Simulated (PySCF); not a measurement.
## Static response to an electric field

Compound: C5H13GaO.
Cartesian coordinates in Å at the PBE0-D3(BJ)/def2-SVP level; atoms count from 1:
```xyz
20
C5H13GaO angstrom
C      1.9070    1.2564    0.5589
C      1.6753   -0.0080    0.9430
C      1.5785   -1.1996    0.0718
Ga    -0.3017   -1.9094   -0.0144
O     -1.3272   -0.0849   -0.3694
C     -1.0440    0.6214   -1.5586
C     -1.7875    0.7236    0.6956
H      2.1149    1.5064   -0.4876
H      1.9302    2.0778    1.2799
H      1.5022   -0.1875    2.0139
H      2.1733   -2.0338    0.4846
H      1.9504   -0.9966   -0.9453
H     -0.7299   -2.6467   -1.3453
H     -1.0003   -2.2431    1.3640
H     -0.2100    1.3250   -1.4024
H     -1.9392    1.1715   -1.8927
H     -0.7689   -0.1181   -2.3215
H     -1.0251    1.4701    0.9707
H     -1.9765    0.0601    1.5480
H     -2.7246    1.2266    0.4038
```

Level: B3LYP/def2-SVPD (PySCF), static field, nuclei fixed, core orbitals frozen in the response. The polarisability tensor in these axes (au):

```
x    99.74   8.38   2.09
y     8.38 112.40   2.27
z     2.09   2.27  94.80
```

Task: Diagonalise the tensor; give its mean and Δα, where Δα² is half the sum of the squared differences of the eigenvalues.

Result: Principal values 93.96, 96.01 and 116.97 au; mean 102.31 au = 15.16 Å³ = 16.87 × 10⁻⁴⁰ C²·m²/J; Δα = 22.05 au (22 % of the mean).

Task: What is the dipole moment, and where does it point?

Result: (-1.51, 2.87, -0.64) D, 3.31 D in size, pointing from the negative to the positive side. Measured along this direction, the outermost atoms are H11 at the negative end and H16 and H20 at the positive end.

Task: In a dilute gas of rigid molecules at 298 K, how does the orientational term μ²/3kT compare with the electronic polarisability?

Result: In Gaussian units μ²/3kT = 88.80 Å³ against 15.16 Å³, a ratio of 5.86; the Debye molar polarisation (4π/3)N_A(α + μ²/3kT) is 262.2 cm³/mol, leaving out the vibrational part.

Task: Traceless (Buckingham) quadrupole moment about the centre of nuclear charge: eigenvalues?

Result: -12.08, 2.62, 9.46 D·Å. The values depend on the origin, since the dipole doesn't vanish. The electronic extent ⟨r²⟩ about the same centre is 1271 bohr², a root-mean-square distance of 2.08 Å for the 82 electrons.

Task: Directions of the eigenvectors, and the extent of the frame along each?

Result: Largest value along (0.45, 0.88, 0.13), where the nuclei span 5.72 Å; middle along (0.76, -0.45, 0.46), 5.69 Å; least along (-0.47, 0.10, 0.88), 4.13 Å. 

Task: Find the Langevin capture rate constant for H3+ (3.023 u) meeting this molecule (158.022 u), k = 2.342 × 10⁻⁹ cm³/s × √(α in Å³ / reduced mass in u).

Result: The reduced mass is 2.97 u, so k = 5.29 × 10⁻⁹ cm³/s. The formula leaves out the permanent dipole, which adds to the capture rate.

Task: Refractivity n − 1 of an ideal gas of it at 298.15 K and 1 atm, from the electronic α?

Result: N = p/kT = 2.4615 × 10¹⁹ cm⁻³, so n − 1 = 2π × N × 15.16 × 10⁻²⁴ cm³ = 2345 × 10⁻⁶ at long wavelengths, for an ideal gas.

Isolated species at its PBE0-D3(BJ)/def2-SVP geometry (one conformer only). The calculation is non-relativistic, for gallium too.

These values come from a run that also computed excited states. Rough CPU time on one thread of a shared machine: about 2.9 min.
